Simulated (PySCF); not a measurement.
C7H12AlN, singlet at its GFN2-xTB optimised geometry (Å):

```
21

Al    -0.2563     0.4820     0.0000
H     -0.9287     1.9002     0.0000
C      1.7538     0.4820     0.0000
H      2.2302    -0.3810    -0.4818
H      2.1482     0.5064     1.0219
H      2.1654     1.3701    -0.4953
C     -1.3214    -0.9764     0.8720
H     -2.2302    -1.2783     0.3369
H     -1.6678    -0.6171     1.8486
H     -0.7689    -1.9002     1.0841
C     -0.4590    -0.3345    -4.6939
C     -0.5010     0.9593    -4.1946
C     -0.5091     1.1368    -2.8229
N     -0.4785     0.1201    -1.9772
C     -0.4284    -1.1171    -2.4452
C     -0.4183    -1.3953    -3.7997
H     -0.4560    -0.5133    -5.7586
H     -0.5278     1.8100    -4.8569
H     -0.5429     2.1118    -2.3560
H     -0.3965    -1.8906    -1.6907
H     -0.3810    -2.4151    -4.1490
```

Computed with PySCF with B3LYP/def2-SVP. Cells within 0.4 Å of a nucleus heavier than hydrogen are left out (blank, or x).

Map of the deformation density (molecule minus spherical neutral atoms) (e/bohr³) on the plane z = 1.0 Å:

```
|111111111111111111111111111|
|111111111111111111111111111|
|111111111111111111111111111|
|111111111111111111111111111|
|111111111111111111111111111|
|111111111111111111111111111|
|111111111111111111111111111|
|111111111111111111111111111|
|111111111111110000000111111|
|111111111111000000000011111|
|111111111100000000121011111|
|111111110000000011462101111|
|111111000110000111473101111|
|111110000122100011121011111|
|111110001243110000000011111|
|111110012x52110000000111111|
|111110124xx2100111111111111|
|111110122486200111111111111|
|111110111398201111111111111|
|111111000132001111111111111|
|111111100000001111111111111|
|111111111100011111111111111|
|111111111111111111111111111|
|111111111111111111111111111|
|111111111111111111111111111|
|111111111111111111111111111|
|111111111111111111111111111|
```
Scale: ten equal steps from -0.012 (start of '0') to 0.079 (end of '9'), in the order '0123456789'; x runs from -4.50 to 4.50, y from -4.50 (bottom) to 4.50 (top).
